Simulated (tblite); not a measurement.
Species: C6H7ClO.
Bonds: Cl1–C2, C2–C3, C3–C4, C4–C5 (double), C5–O6, O6–C7, C7–C8 (double), C3–C8. Hydrogens: H9, H10 on C2; H11 on C3; H12 on C4; H13 on C5; H14 on C7; H15 on C8.

The geometry is computed with GFN2-xTB (gas phase).

Task: What internal coordinates does the optimisation give?

Result: 
| bond | length (Å) | order |
| --- | --- | --- |
| Cl1–C2 | 1.784 | single |
| C2–C3 | 1.536 | single |
| C3–C4, C3–C8 | 1.505 | single |
| C4=C5, C7=C8 | 1.325 | double |
| C5–O6, O6–C7 | 1.359 | single |
| C2–H9, C2–H10 | 1.090 | single |
| C3–H11 | 1.102 | single |
| C4–H12, C8–H15 | 1.077 | single |
| C5–H13, C7–H14 | 1.080 | single |

Bonds in one row agree within 0.01 Å and their mean is given. Orders are formal, as drawn. A selection of angles:
| angle | degrees |
| --- | --- |
| Cl1–C2–C3 | 110.5 |
| C2–C3–C4 | 111.1 |
| C4–C3–C8 | 108.8 |
| C3–C4–C5 | 122.4 |
| C4–C5–O6 | 125.2 |
| C5–O6–C7 | 115.8 |

Dihedral angles: Cl1–C2–C3–C4 -62° (synclinal); C2–C3–C4–C5 117° (anticlinal); C3–C4–C5–O6 2° (synperiplanar); C4–C5–O6–C7 1° (synperiplanar); C5–O6–C7–C8 -1° (synperiplanar); O6–C7–C8–C3 -3° (synperiplanar); C2–C3–C8–C7 -117° (anticlinal).

The 6-membered ring C3–C4–C5–O6–C7–C8 has internal angles of 108.8° to 125.2°; it is almost planar, 0.02 Å rms from its mean plane, widest ring torsion 5°. Of the pairs four or more bonds apart, Cl1···C7 is among the closest relative to their van der Waals radii: 3.61 Å, 105 % of the sum of Bondi's values. The 5 C–C bonds span 1.325 Å (C7=C8, drawn double) to 1.536 Å (C2–C3, drawn single), a spread of 0.211 Å.

Point group: Cs (tolerance 0.08 Å). Its GFN2-xTB frequencies are all real (lowest 48 cm⁻¹). The numbers are those of one conformer.
